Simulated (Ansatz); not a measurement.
Isolated molecules relaxed with PBE0-D4/def2-TZVP in Ansatz; ΔE leaves out vibrations. CCSD(T)/CBS is the MP2 limit (def2-TZVPP, def2-QZVPP) plus CCSD(T) − MP2 in def2-TZVPP, frozen cores. Functionals use def2-TZVPP. Elements past krypton have def2 core potentials. For Br, Ge, In outer-core shells are correlated without core-valence functions, which leaves a few kJ/mol of doubt a bond. Scalar relativity is left out up to krypton. One conformer a species, not always the lowest.

`[CH3][Ge][F]` + `[OH][In]([Cl])[Br]` → `[F][Ge][Cl]` + `[CH3][In]([OH])[Br]`  (redistribution)

```
           level  ΔE (kJ/mol)
             PBE        -48.8
       CAM-B3LYP        -40.4
CCSD(T)/def2-SVP        -26.5
  MP2/def2-TZVPP        -41.0
```

(1) What does CCSD(T)/CBS give? (Best estimate.)

Largest T1 diagnostic among the species: 0.014.

Results:

(1) Ansatz gave: -36.2 kJ/mol. The listed levels differ from it by -12.6, -4.2, 9.7, -4.8 kJ/mol.

From BLYP to BHLYP (50 % exact exchange), in def2-TZVPP and without D4, ΔE moves by +15.0 kJ/mol. In def2-TZVPP, CCSD(T) changes the Hartree–Fock value by −15.9 kJ/mol (the triples alone add −2.9 kJ/mol) and MP2 by −20.9 kJ/mol.
